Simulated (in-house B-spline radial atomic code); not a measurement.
## Binding energies in Nb⁺

NIST's tabulated ground configuration is [Kr] 4d4; each binding energy is the energy of the ion with one electron taken from that subshell, relaxed, less that of the parent. Computed with an all-electron radial atomic-structure program (B-spline basis): Dirac-Hartree-Fock, average of configuration, Fermi nucleus of rms radius 4.324 fm. Energies include first-order Breit, QED and recoil terms.

| subshell | X-ray name | binding energy (eV) | -ε (eV) | relaxation (eV) |
| --- | --- | --- | --- | --- |
| 1s | K | 18998.1 | 19106.8 | 58.4 |
| 2p1/2 | L2 | 2478.5 | 2516.4 | 33.3 |
| 2p3/2 | L3 | 2384.3 | 2420.0 | 32.6 |
| 3s | M1 | 484.1 | 496.3 | 11.6 |
| 3p1/2 | M2 | 394 | 406.4 | 11.8 |
| 3p3/2 | M3 | 378.3 | 390.2 | 11.5 |
| 4s | N1 | 75.89 | 79.14 | 3.15 |
| 4p1/2 | N2 | 48.79 | 51.54 | 2.69 |
| 4p3/2 | N3 | 46.71 | 49.31 | 2.56 |
| 4d | N4,5 | 12.46 | 13.50 | 1.05 |

Relaxation = -ε minus the binding energy without Breit, QED and recoil terms.

Emission lines follow as differences of binding energies, with λ = 12398.42 eV·Å / E:

```json
{"line": "K-L3", "holes": "1s → 2p3/2", "energy (eV)": "16613.8", "wavelength (Å)": "0.74627"}
{"line": "K-L2", "holes": "1s → 2p1/2", "energy (eV)": "16519.6", "wavelength (Å)": "0.75053"}
{"line": "K-M3", "holes": "1s → 3p3/2", "energy (eV)": "18619.8", "wavelength (Å)": "0.66587"}
{"line": "L3-M1", "holes": "2p3/2 → 3s", "energy (eV)": "1900.2", "wavelength (Å)": "6.5248"}
```

Question: What screening constant σ does Moseley's law, E = (3/4)·13.6057 eV·(Z - σ)², need for K-L3?

Answer: σ = 0.65.

Moseley's non-relativistic formula needs a falling, then negative, screening constant for heavy elements, because relativity binds the 1s electron more strongly than the formula allows.

Question: What does it cost to remove both a 3p3/2 and a 4s electron?

Answer: 471.61 eV, which is 17.39 eV more than the two single binding energies together.

Question: What does it cost to remove both a 3p1/2 and a 4s electron?

Answer: 487.33 eV, which is 17.41 eV more than the two single binding energies together.

Question: What does it cost to remove both a 4s and a 4p1/2 electron?

Answer: 137.68 eV, which is 13 eV more than the two single binding energies together.
